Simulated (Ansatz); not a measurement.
Geometry optimisation, UKS r2SCAN-D4/def2-SVP in Ansatz 0.2.0.

Input file:

```yaml
crystal:
  periodic: [false, false, false]
  atoms:
    - { symbol: C, position_ang: [0.54007, -1.82991, 0.77447] }
    - { symbol: C, position_ang: [0.1742, -0.70597, 0.51931] }
    - { symbol: Si, position_ang: [-0.03636, 1.08184, 0.20406] }
    - { symbol: O, position_ang: [-0.40566, 1.46211, -1.34513] }
    - { symbol: H, position_ang: [0.77877, -2.83281, 0.98277] }
    - { symbol: H, position_ang: [-1.03961, 1.80372, 0.95546] }
    - { symbol: H, position_ang: [-0.01143, 1.02102, -2.09093] }
magnetization:
  spin_polarized: true
  initial_magnetization: 1
basis:
  gaussian: { orbitals: def2-SVP }
hamiltonian:
  xc: r2scan
  dispersion: d4
relax:
  f_tol: 0.02
  max_steps: 50
output:
  orbitals: {}
```

Command:

```bash
$ ansatz run input.yaml --threads 2 --pin off --max-ram 3072MiB --backend cpu --events-out ev --progress --plain --runs-dir out
```

Question: Where does it end, and by what steps?

Answer: It converged. After 6 steps the energy has fallen by 0.113 eV; H6 moved furthest, 0.12 Å.

```tsv
step	energy less start (eV)	largest force component (eV/Å)	accepted
0	0.0000	1.954	yes
1	-0.0891	0.394	yes
2	-0.1004	0.180	yes
3	-0.1063	0.309	yes
4	-0.1119	0.067	yes
5	-0.1120	0.065	yes
6	-0.1127	0.019	yes
```

```xyz
7
Properties=species:S:1:pos:R:3
C 0.510 -1.811 0.767
C 0.211 -0.647 0.518
Si -0.002 1.129 0.171
O -0.472 1.436 -1.402
H 0.748 -2.836 0.989
H -1.046 1.725 1.048
H 0.051 1.005 -2.090
```

Whether the end is a true minimum wasn't checked by a vibrational analysis.

The run took 21 s on 2 threads of AMD EPYC 9R14 (Zen 4), with other jobs on the host, peak memory 0.21 GiB.
